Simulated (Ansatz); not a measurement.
Gas-phase reaction R1 → P1 + P2, each structure at its B3LYP-D3(BJ)/def2-TZVP stationary point, reached from a drawn start (curvature not checked).
R1, C2H6 (SMILES CC) (charge 0, multiplicity 1):
```tsv
atom	x (Å)	y (Å)	z (Å)
C	-0.7557	0.1052	-0.0135
C	0.7557	-0.1052	0.0135
H	-1.2358	-0.5563	-0.7374
H	-1.0089	1.1316	-0.2866
H	-1.2020	-0.0955	0.9627
H	1.0089	-1.1316	0.2866
H	1.2358	0.5563	0.7374
H	1.2020	0.0955	-0.9627
```
P1, C2H5 (SMILES [CH2]C) (charge 0, multiplicity 2):
```xyz
7

C     -0.613     0.093     0.008
C      0.852    -0.121    -0.066
H     -1.162    -0.633    -0.596
H     -0.895     1.096    -0.322
H     -0.990    -0.012     1.037
H      1.264    -1.115    -0.174
H      1.543     0.691     0.113
```
P2: H atom, charge 0, multiplicity 2.

P less R. No zero-point or thermal terms; singlets are restricted closed shells; open shells are unrestricted.

Correlated levels freeze the cores.

Programs: Ansatz (Gaussian basis) for Hartree–Fock, density functionals and correlated methods. Each number belongs to the level named beside it.

Total energies in hartree:

```
structure  PBE/def2-TZVPP  B3LYP/def2-TZVPP  CCSD(T)/cc-pVQZ
---------  --------------  ----------------  ---------------
R1             -79.732724        -79.866251       -79.698711
P1             -79.065861        -79.194478       -79.025690
P2              -0.499616         -0.502154        -0.499946
```

Question: Work out the reaction energy at each level in eV (1 hartree = 27.21139 eV), and say how far PBE/def2-TZVPP lies from CCSD(T)/cc-pVQZ.

Answer: 
- PBE/def2-TZVPP: (-79.065861) + (-0.499616) − (-79.732724) = 0.167247 hartree = 4.551 eV
- B3LYP/def2-TZVPP: (-79.194478) + (-0.502154) − (-79.866251) = 0.169619 hartree = 4.616 eV
- CCSD(T)/cc-pVQZ: (-79.025690) + (-0.499946) − (-79.698711) = 0.173075 hartree = 4.710 eV
PBE/def2-TZVPP less CCSD(T)/cc-pVQZ: -0.159 eV. CCSD(T)/cc-pVQZ is the level counted from, the highest shown, and no exact or measured value.

Ansatz is a quantum-chemistry and plane-wave program.
